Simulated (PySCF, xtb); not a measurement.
AlClFH3Si, SMILES [F][Al]([SiH3])[Cl].

GFN2-xTB run with xtb at its own geometry gives an orbital gap of 3.87 eV and a dipole moment of 2.09 D.

Coordinates come from a PBE-D3(BJ)/def2-SVP optimisation.

Question: What does B3LYP/def2-TZVPD in PySCF give? (An estimate is asked for; the answer gives what the named calculation found.)

Answer: gap 6.40 eV (levels -8.37 and -1.97 eV), dipole 1.90 D.
